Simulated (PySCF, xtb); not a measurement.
CH5NO2Si2, SMILES C(O[SiH2][SiH2]O)#N. The values are those of a single conformer.

Harmonic wavenumbers (cm⁻¹) from GFN2-xTB (xtb) at its own minimum, in rising order: 36, 40, 105, 140, 202, 305, 376, 471, 474, 486, 502, 601, 622, 651, 688, 764, 784, 810, 847, 889, 1249, 2160, 2197, 2204, 2261, 2464, 3659.

Task: What does PBE-D3(BJ)/def2-SVP in PySCF give at its own minimum? (Estimate from the structure and the level; the computed values follow.)

Result: 17, 47, 69, 122, 183, 223, 346, 436, 488, 509, 578, 650, 683, 689, 729, 801, 819, 888, 914, 941, 1170, 2147, 2157, 2177, 2206, 2305, 3753. Paired by order, the mean absolute difference is 48 cm⁻¹ and the zero-point energies are 37.2 and 37.2 kcal/mol.
